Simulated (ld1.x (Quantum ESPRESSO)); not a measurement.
**Pseudopotential generation for mercury: ultrasoft, PBEsol, scalar-relativistic.**

- Element: Hg (Z = 80)
- Generator: ld1.x (Quantum ESPRESSO) 7.5
- Type: ultrasoft
- Functional: PBEsol
- Relativity: scalar-relativistic
- Frozen core: [Xe] 4f14
- Valence charge: 12
- Reference configuration: 5d10 6s1.5 6p0 (charge +0.5)
- Partial waves: 6s (bound): rcut 1.95, rcutus 2.05 bohr; 6s channel at 0.05 Ry: rcut 1.95, rcutus 2.05 bohr; 6p (bound, empty): rcut 2.60, rcutus 3.25 bohr; 6p channel at 0.3 Ry: rcut 2.60, rcutus 3.25 bohr; 5d (bound): rcut 1.25, rcutus 1.75 bohr; 5d channel at -0.35 Ry: rcut 1.25, rcutus 1.75 bohr
- Local potential: all-electron potential smoothed inside 1.60 bohr (lloc = -1)
- Core correction: none
- Augmentation charge: PSQ, radius 1.15 bohr

All-electron outer shells of the reference configuration (PBEsol, scalar-relativistic, ld1.x):

```csv
shell,level (eV),outermost node (bohr),outermost maximum (bohr)
4f,-100.34,–,0.37
5p,-70.95,0.51,0.93
5d,-14.24,0.55,1.17
6s,-10.71,1.08,2.16
6p,-4.02,1.27,2.98
```

**Question.** Does this generation succeed?

**Answer.** No. ld1.x (Quantum ESPRESSO) 7.5 stopped with "chargeps: negative rho": the spherical valence density built from the smooth waves and the augmentation charge turned negative at some radius.
